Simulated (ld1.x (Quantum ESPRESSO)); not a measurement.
# Scattering properties, TM semilocal potential for titanium

Ti, norm-conserving Troullier–Martins (semilocal form), made with ld1.x (Quantum ESPRESSO) 7.5 (PBE, scalar-relativistic). Core [Ne], reference 3s2 3p6 3d2 4s0 4p0 (charge +2). Waves: 3s (bound): rc 1.25 bohr; 3p (bound): rc 1.35 bohr; 4f channel at 0.05 Ry: rc 1.00 bohr; 3d (bound): rc 1.15 bohr. Local part: the d channel. Core correction: a·sin(br)/r model core inside 0.75 bohr.

The phase is arctan(r·u′/u) with u = r·R(r), unwrapped; energies in Ry, scanned from -8 to 5 Ry. A pole is an energy at which the radial function vanishes at the test radius. The pseudo phase is shifted by a multiple of π to meet the all-electron one at the reference energy, and phase errors are pseudo minus all-electron; the curves can meet again beyond the range given. Levels narrower than the energy grid can be missing from the lists of poles.

```tsv
channel	radius (bohr)	reference energy (Ry)	poles, all-electron	poles, pseudo	unbroken range about the reference energy with phases within 0.05 rad	phase error 1 Ry above the reference energy (rad)
s	1.50	-5.77	-4.10	-4.13	below 0.6	-0.002
p	1.50	-4.03	-2.05	-2.07	below 3.7	-0.001
d	1.50	-1.45	0.81	0.84	the whole range	+0.002
f	1.50	0.05	none	none	the whole range	+0.000
```

Phases in the f channel:

```
E (Ry)  all-electron  pseudo
 -8.00         1.358   1.358
 -7.76         1.355   1.355
 -7.52         1.353   1.353
 -7.28         1.350   1.350
 -7.04         1.347   1.347
 -6.80         1.344   1.344
 -6.56         1.341   1.341
 -6.32         1.338   1.338
 -6.08         1.335   1.335
 -5.84         1.331   1.331
 -5.60         1.328   1.328
 -5.36         1.324   1.324
 -5.12         1.320   1.320
 -4.88         1.316   1.316
 -4.64         1.312   1.312
 -4.40         1.307   1.307
 -4.16         1.303   1.303
 -3.92         1.298   1.298
 -3.68         1.293   1.293
 -3.44         1.287   1.287
 -3.20         1.281   1.281
 -2.96         1.275   1.275
 -2.72         1.269   1.269
 -2.48         1.262   1.262
 -2.24         1.255   1.255
 -2.00         1.247   1.247
 -1.76         1.239   1.239
 -1.52         1.230   1.230
 -1.28         1.220   1.220
 -1.04         1.210   1.210
 -0.80         1.199   1.199
 -0.56         1.187   1.187
 -0.32         1.173   1.173
 -0.08         1.159   1.159
  0.16         1.143   1.143
  0.40         1.126   1.126
  0.64         1.107   1.107
  0.88         1.085   1.085
  1.12         1.061   1.061
  1.36         1.034   1.034
  1.60         1.004   1.004
  1.84         0.969   0.969
  2.08         0.928   0.929
  2.32         0.882   0.882
  2.56         0.828   0.828
  2.80         0.763   0.764
  3.04         0.688   0.688
  3.28         0.597   0.598
  3.52         0.490   0.491
  3.76         0.364   0.365
  4.00         0.218   0.219
  4.24         0.054   0.056
  4.48        -0.120  -0.118
  4.72        -0.295  -0.294
  4.96        -0.462  -0.460
```
